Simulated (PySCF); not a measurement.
Cd(H)(SeH) (CdH2Se), SMILES [SeH][CdH]. Atoms are numbered in the order given.

```xyz
4

Cd     0.0004    -1.0179     0.0000
H      0.0078    -2.6907     0.0000
Se    -0.0429     1.4712     0.0000
H      1.4294     1.5293     0.0000
```

Coordinates come from a B3LYP-D3(BJ)/def2-TZVP optimisation. The def2 effective core potentials stand for the cores of Cd; spin–orbit coupling is left out.

All values below come from TDA-LC-ωPBE/def2-TZVPD in PySCF.

Vertical excitations. The molecule is in vacuum. State labels are in the subgroup Cs.

Question: Give excitation energies, oscillator strengths and character. (The exact figures need the calculation; the answer reports its results.)

Answer: 
| state | symmetry | energy (eV) | λ (nm) | f | main pairs |
|---|---|---|---|---|---|
| S1 | A" | 5.32 | 233 | 0.029 | HOMO→LUMO+2 40 %, HOMO→LUMO 39 %, HOMO→LUMO+6 10 % |
| S2 | A" | 5.41 | 229 | 0.026 | HOMO→LUMO+2 52 %, HOMO→LUMO 32 % |
| S3 | A" | 6.00 | 207 | 0.001 | HOMO→LUMO+6 62 %, HOMO→LUMO 22 % |
| S4 | A' | 6.02 | 206 | 0.002 | HOMO→LUMO+1 77 % |
| S5 | A' | 6.28 | 198 | 0.005 | HOMO−1→LUMO 81 % |
| S6 | A" | 6.58 | 189 | 0.009 | HOMO−1→LUMO+1 92 % |
| S7 | A' | 7.02 | 177 | 0.378 | HOMO−1→LUMO+2 53 %, HOMO−1→LUMO+6 21 % |
| S8 | A" | 7.50 | 165 | 0.000 | HOMO→LUMO+4 47 %, HOMO→LUMO+3 39 % |
| S9 | A" | 7.57 | 164 | 0.011 | HOMO→LUMO+3 44 %, HOMO→LUMO+4 33 %, HOMO→LUMO+6 9 % |
| S10 | A' | 7.77 | 160 | 0.656 | HOMO→LUMO+5 44 %, HOMO−1→LUMO+6 29 %, HOMO−1→LUMO+2 8 % |
| T1 | A" | 4.90 | 253 | 0 | HOMO→LUMO+2 88 % |
| T2 | A" | 5.01 | 247 | 0 | HOMO→LUMO 40 %, HOMO→LUMO+6 35 %, HOMO→LUMO+4 10 %, HOMO→LUMO+7 6 % |
| T3 | A' | 5.40 | 229 | 0 | HOMO→LUMO+1 42 %, HOMO−1→LUMO+2 35 %, HOMO−1→LUMO+6 7 % |
| T4 | A' | 5.61 | 221 | 0 | HOMO→LUMO+1 50 %, HOMO−1→LUMO+2 30 % |
Triplets are in the Tamm–Dancoff approximation.
